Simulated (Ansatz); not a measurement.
C₃H₇FOSi, SMILES F[Si@H](CC=C)O.

The structure is a stationary point at ωB97X-D3(BJ)/def2-SVP. The structure was generated by enumeration; whether it is a known compound was not checked. One conformer was computed; it need not be the lowest.

Two levels are set side by side: PBE/def2-SVPD (Ansatz, an electronic-structure program) and PBE0/def2-SVPD (Ansatz). Energy differences of separate SCF runs at the same geometry; the states with an electron removed or added have multiplicity 2 and 2. Differences are taken from unrounded values.

```json
[
 {"quantity": "vertical ionisation energy (eV)", "PBE0": "9.44", "PBE": "9.29", "PBE minus PBE0": "-0.15"},
 {"quantity": "vertical singlet–triplet gap (eV)", "PBE0": "4.09", "PBE": "4.21", "PBE minus PBE0": "0.12"}
]
```
